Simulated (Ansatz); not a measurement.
H₃O₄Si (`[O][Si](O)(O)O`) radical. The species carries charge 0 and has multiplicity 2.

Z-matrix (Å, degrees):
```
Si
O 1 1.631
O 1 1.622 2 116.6
O 1 1.656 2 102.2 3 -116.3
O 1 1.624 2 108.2 3 120.2
H 2 0.959 1 117.6 3 62.0
H 3 0.959 1 116.9 2 106.3
H 5 0.958 1 118.2 2 48.3
```

Task: List the harmonic frequencies (cm⁻¹, unscaled) at PBE0-D4/def2-TZVP in Ansatz. (Best estimate.)

Result: Computed: 134, 219, 233, 295, 320, 338, 348, 381, 768, 814, 821, 830, 905, 1002, 1023, 3916, 3925, 3931.

Task: Is this a minimum?

Result: Yes, all 18 modes are real.

Task: Give the ideal-gas thermochemistry at 298.15 K and 1 bar (rigid rotor, harmonic oscillator; point group C1, symmetry number 1).

Result: Zero-point energy 120.8 kJ/mol; H(298) − E = 141.3 kJ/mol; entropy 338.7 J/(mol·K), of which translation 165.7, rotation 108.6, vibration 58.6, electronic 5.8; G(298) − E = 40.4 kJ/mol.

Task: And at 400, 500, 600, 800 and 1000 K?

Result: 
| T (K) | H − E (kJ/mol) | S (J/mol/K) | G − E (kJ/mol) |
| --- | --- | --- | --- |
| 400 | 152.9 | 372.0 | 4.1 |
| 500 | 165.6 | 400.1 | -34.5 |
| 600 | 179.0 | 424.7 | -75.8 |
| 800 | 207.6 | 465.7 | -165.0 |
| 1000 | 237.5 | 499.1 | -261.5 |
